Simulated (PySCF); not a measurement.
Ionisation energy of Tl²⁺ by level of theory

Tl²⁺ [Xe] 4f14 5d10 6s1 (2S) → Tl³⁺ [Xe] 4f14 5d10 (1S), as a difference of total energies. All numbers are calculated (PySCF 2.14, the spin-free X2C one-electron Hamiltonian (Gaussian nucleus), in x2c-QZVPPall (16s10p9d6f1g, 142 functions)). Correlated levels: valence and next inner shell: [Kr] 4d10 4f14 frozen. The calculations carry no spin-orbit coupling.

| method | ionisation energy (eV) |
| --- | --- |
| UHF | 28.154 |
| r2SCANh | 30.071 |
| MP2 (valence and next inner shell) | 29.888 |
| SCS-MP2 (valence and next inner shell) | 29.608 |

Task: Which method comes closest to the reference value, and which is furthest?

Result: The reference is 29.852 eV (measured; NIST Atomic Spectra Database, ionization energies). Closest: MP2 (valence and next inner shell) (error 0.036 eV); furthest: UHF (error -1.698 eV).
